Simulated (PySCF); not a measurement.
**[V(SH)6]2-: bond length as a parameter**

The complex [V(SH)6]2- (charge -2) contains V(IV), shell d1. The structure is a model geometry with rigid ligands and bond lengths from ionic radii, not a minimum; coordination octahedral, point group S6, metal–donor distances 2.32 Å.

The d shell alone is too small an active space for [V(SH)6]2- (an active orbital has only 0.63 squared overlap with the free ion's shell): its levels, fitted parameters, g values and moments show what this model gives and aren't sound predictions.

```
13

V     0.000    0.000    0.000
S     0.000    0.000    2.320
H     1.320    0.000    2.570
S     0.000    0.000   -2.320
H    -1.320    0.000   -2.570
S     2.320    0.000    0.000
H     2.570    1.320    0.000
S    -2.320    0.000    0.000
H    -2.570   -1.320    0.000
S     0.000    2.320    0.000
H     0.000    2.570    1.320
S     0.000   -2.320    0.000
H     0.000   -2.570   -1.320
```

Method (PySCF 2.14, density fitting): CASSCF(1,5) with orbitals averaged over all microstates of the shell, strongly contracted NEVPT2 on the averaged canonical orbitals; basis x2c-TZVPall on the metal, x2c-SVPall elsewhere; spin-free X2C; IEF-PCM water; spin-orbit coupling by state interaction with the mean-field operator over all roots.

All metal–ligand distances are scaled together.

```
bond length  group           ground  next state (NEVPT2) / cm⁻¹  orbital energies above the lowest (NEVPT2 fit) / cm⁻¹  μeff(300 K) / μB
    2.134 Å     S6  2Eg (from 2T2g)         2Ag (from 2T2g) 179                                    0 0 179 34324 34324              1.79
    2.204 Å     S6  2Eg (from 2T2g)         2Ag (from 2T2g) 186                                    0 0 186 30902 30902              1.78
    2.274 Å     S6  2Eg (from 2T2g)         2Ag (from 2T2g) 190                                    0 0 190 27882 27882              1.77
    2.320 Å     S6  2Eg (from 2T2g)         2Ag (from 2T2g) 194                                    0 0 194 26112 26112              1.77
    2.366 Å     S6  2Eg (from 2T2g)         2Ag (from 2T2g) 199                                    0 0 199 24517 24517              1.77
    2.436 Å     S6  2Eg (from 2T2g)         2Ag (from 2T2g) 203                                    0 0 203 22438 22438              1.77
    2.529 Å     S6  2Eg (from 2T2g)         2Ag (from 2T2g) 211                                    0 0 211 20164 20164              1.77
```

Question: With what power of the bond length does 10Dq, as fitted to the states, fall?

Answer: A log–log fit of these points gives 10Dq ∝ R^−3.2; a point-charge model has R^−5 (correlation -1.000).

At 2.134 Å, 2.204 Å, 2.274 Å, 2.320 Å, 2.366 Å, 2.436 Å, 2.529 Å the ground state is orbitally degenerate, so the regular structure would distort there (Jahn–Teller).

At 2.134 Å, 2.204 Å, 2.274 Å, 2.366 Å, 2.436 Å, 2.529 Å the next state lies within 300 cm⁻¹, which doesn't decide their order.

The geometry is a model, and the complex may not exist in this form. Charge-transfer states lie outside this active space and may come lower than some of these levels. 2Ag (from 2T2g) (194 cm⁻¹) lies within 300 cm⁻¹ of 2Eg (from 2T2g) at NEVPT2 level, inside the method's error: they are parts of one split term, whose order is undecided, and g values and low-temperature moments can hang on it. NEVPT2 lifts 2Eg from 22256 to 26112 cm⁻¹; on the d shell alone it tends to overshoot states that fill the eg-type orbitals. NEVPT2 on the d shell alone tends to put d–d bands too high for such charged or covalently bound ions.
